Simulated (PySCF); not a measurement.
Ta(NH)Cl3: computed shieldings and shifts

Ta(NH)Cl3, Cl3HNTa.

Bonds: Ta1-N2 1.744 Å, Ta1-Cl4 2.300 Å, Ta1-Cl5 2.304 Å, Ta1-Cl6 2.303 Å. N2 carries H3.

GIAO calculations in PySCF on the PBE0-D3(BJ)/def2-SVP structure: isolated species, scalar relativity only through the core potential, equivalent atoms averaged; basis pcSseg-1 (def2-TZVP on Ta).

Q: Give the isotropic shieldings (ppm) with B3LYP, PBE0.

A: 
| atoms | environment | B3LYP | PBE0 |
| --- | --- | --- | --- |
| Cl4/Cl5/Cl6 | chlorine bonded to Ta | 502 | 525 |
| N2 | nitrogen bonded to Ta, H | -124.4 | -121.4 |
| H3 | hydrogen on a nitrogen bonded to Ta | 26.01 | 25.92 |
| HOMO–LUMO gap (eV) | – | 5.83 | 6.30 |

Q: And the chemical shifts, against references computed in the same way?

A: 
```csv
atoms,"nucleus, reference",B3LYP,PBE0
Cl4/Cl5/Cl6,"³⁵Cl, HCl",429,418
N2,"¹⁵N, NH3",387.9,387.1
H3,"¹H, TMS",5.37,5.34
```

Q: Which part of the shielding of Cl4/Cl5/Cl6 depends on the functional?

A: Diamagnetic: B3LYP 1149, PBE0 1149 ppm; paramagnetic: B3LYP -647, PBE0 -623 ppm. The diamagnetic part, set mainly by inner electrons, hardly moves; the paramagnetic part goes with low-lying magnetically allowed excitations and carries the spread.

Ta is described by an effective core potential, so it has no shielding of its own here; spin–orbit effects on the atoms bonded to it, which can be large, are absent, and the values of these neighbours are rough. Experimental scales use liquid or dissolved standards, which lie at an offset from isolated NH3 (liquid NH3: subtract about 20 ppm). Unscaled 15N shifts of sp2 nitrogen come out 20 to 40 ppm too high even then.
